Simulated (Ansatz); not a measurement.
Coupled-cluster diagnostics for Ba₅⁺, Ansatz.

Geometry of the doublet (PBE/def2-SVP):

```xyz
5

Ba   -0.421    1.990    1.600
Ba   -3.217    0.492   -1.462
Ba    1.105    0.398   -2.303
Ba   -0.687   -2.391    0.710
Ba    3.221   -0.489    1.456
```

In the def2 sets Ba takes a core potential; there is no spin–orbit coupling. Correlated methods freeze no core orbitals; core or outer-core shells of Ba are correlated, in sets that lack core-valence functions. The structure comes from a short search, and lower isomers may exist.

Q: Estimate the CCSD(T) correlation energy, the shares of MP2 and (T), T1 and the reference's ⟨S²⟩ for: charge 1, doublet, own geometry in def2-SVP; and the rough time on 4 threads of Intel Xeon on a shared host.

A: 
```csv
state,basis,correlation (eV),MP2 share (%),(T) share (%),T1,⟨S²⟩ (pure),wall time,remarks
"charge 1, doublet, own geometry",def2-SVP,-17.746,79.7,5.1,0.081,3.23 (0.75),10 min,"large T1, spin-contaminated"
```
Customary marks for T1 are 0.02 (closed shells), 0.045 (open shells) and about 0.05 (3d metals). T1 exceeds 0.02 in 1 of 1 rows and 0.045 in 1; the higher it lies, the less the single-reference result can be trusted.
